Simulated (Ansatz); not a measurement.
Calculated with Ansatz (gas phase, PBE0-D4/def2-TZVP geometries, no zero-point term in ΔE). CBS: MP2 limit from def2 TZ/QZ plus the TZ coupled-cluster correction, frozen cores. This one scheme is used for every species. def2 core potentials past Kr. For Sn outer-core shells are correlated without core-valence functions, which leaves a few kJ/mol of doubt a bond.

Reaction (formal exchange of groups at the Sn–Al bond): `[CH3][SnH]([CH3])[AlH2]` + CH₄ → `[CH3][SnH]([CH3])[CH3]` + `[AlH3]`

```
             level  ΔE (kJ/mol)
SCS-MP2/def2-QZVPP         55.7
    CCSD/CBS(def2)         60.0
```

(1) What does CCSD(T)/CBS give? (An estimate is asked.)

Largest T1 diagnostic among the species: 0.011.

Results:

(1) Ansatz gave: +60.1 kJ/mol. The listed levels differ from it by -4.4, -0.1 kJ/mol.
